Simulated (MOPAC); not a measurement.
MOPAC input (AM1):

```
AM1 PRECISE GNORM=0.05 LET XYZ UHF MS=0.5 GEO-OK AUX(PRECISION=9) THREADS=1
ClMg

Mg   -0.00000000 1   -0.00000000 1   -1.30205059 1
Cl    0.00000000 1    0.00000000 1    0.91909453 1
```

What heat of formation does the run end on?

-19.46 kcal/mol.
